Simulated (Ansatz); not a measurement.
Z-matrix (Å, degrees):
```
N
Al 1 1.745
H 1 1.006 2 124.4
H 1 1.006 2 124.5 3 -179.9
F 2 1.640 1 120.7 3 -0.1
F 2 1.640 1 120.7 3 180.0
```

The species carries charge 0 and has multiplicity 1.

Question: List the PBE/def2-TZVPP orbital energies in eV (Ansatz 0.2.0). (Best estimate.)

Answer: The calculation gave: Occupied: -1507.13, -659.18, -659.18, -380.22, -107.42, -69.50, -69.35, -69.29, -28.62, -28.41, -20.93, -12.22, -11.66, -10.41, -10.33, -9.84, -9.49, -9.47, -9.22, -6.58. Lowest empty: -1.53, -0.15, 0.62, 1.27, 1.87, 2.64, 4.28, 4.95.
